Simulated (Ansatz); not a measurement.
System: LaI₂ (charge +1, singlet). The spin state was set by rule; other spins were not relaxed. 
Coordinates optimised at B3LYP-D3(BJ)/def2-TZVP (Ansatz, an electronic-structure program):
```
La
I 1 2.8829
I 1 2.8829 2 106.02
```
Charge +1, spin multiplicity 1.

Basis-set convergence of Hartree-Fock and CCSD(T) correlation energies (hartree) with Ansatz. Valence correlation only, unless marked. Spin-orbit coupling is left out. The frozen core is the preceding noble-gas configuration, with the filled d and f shells of earlier blocks. Past Kr the def2 sets carry scalar-relativistic core potentials.

```csv
basis,functions,E(HF),"E(corr, CCSD(T))"
def2-SVPD,105,-624.40452,-0.26464
def2-TZVPPD,177,[?],[?]
```

Problem. What belongs in the gaps?

Solution. 
- def2-TZVPPD, E(HF): -624.42474
- def2-TZVPPD, E(corr, CCSD(T)): -0.35488
